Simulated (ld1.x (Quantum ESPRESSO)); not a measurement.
## What one change does to a pseudopotential (C, TM)

ld1.x (Quantum ESPRESSO) 7.5 input, shortened:

```
&input
   title='C', zed=6., rel=1, dft='PZ', iswitch=3,
   config='[He] 2s1.75 2p2.25 3d-2'
 /
 &inputp
   pseudotype=2, tm=.true., lloc=2,
   nlcc=.true.
 /
3
2S  1  0   1.75   0.00  1.25  1.25  0.0
2P  2  1   2.25   0.00  1.75  1.75  0.0
3D  3  2  -2.00   0.45  1.75  1.75  0.0
 &test
   configts(1)='2s1.75 2p2.25'
 /
```

Change: wave 2p (bound): rc 1.75 bohr becomes 2p (bound): rc 2.40 bohr.

Cutoffs: the cutoffs (Ry, on a coarse ladder) from which the occupation-weighted sum of valence levels, in a spherical-Bessel basis at the reference potential, stays within 10 and 1 mRy of its value at 400 Ry; they do not see the model core or the augmentation charge, which bear on the density cutoff. Errors are all-electron minus pseudo energies relative to the spin-unpolarised reference configuration.

Problem. How do hardness, ghosts and transferability respond?

Solution. The potential gets softer (35 Ry and 80 Ry → 30 Ry and 80 Ry); of the 9 tests that both files solve, the error grows in 4 and shrinks in 4 by more than 15 % and 0.3 meV (median size 21.3 → 17.3 meV); neither file shows a bound ghost. A larger radius leaves more room for a smooth pseudo-wave, so fewer plane waves are needed.

```tsv
quantity	base	changed
cutoff, loose	35 Ry	30 Ry
cutoff, tight	80 Ry	80 Ry
loose cutoff by channel (10 mRy a level)	s 30 Ry, p 30 Ry	s 30 Ry, p 18 Ry
bound ghosts	none	none
error for 2s2 2p2, meV [ΔE -2.06 eV]	+0.4	-0.2
error for 2s2 2p1, meV [ΔE 8.93 eV]	+23	+83
error for 2s2 2p0, meV [ΔE 33.19 eV]	+188	+618
error for 2s2 2p2.3, meV [ΔE -3.26 eV]	-0.1	-2.5
error for 2s1 2p3, meV [ΔE 6.18 eV]	+3.6	-2.3
error for 2s0 2p4, meV [ΔE 14.46 eV]	+21	-10
error for 2s2 2p1.5, meV [ΔE 1.97 eV]	+5.1	+17
error for 2s1.75 2p2.25 (spin-polarised), meV [ΔE -1.83 eV]	+51	+42
error for 2s2 2p2 (spin-polarised), meV [ΔE -3.19 eV]	+30	+19
```
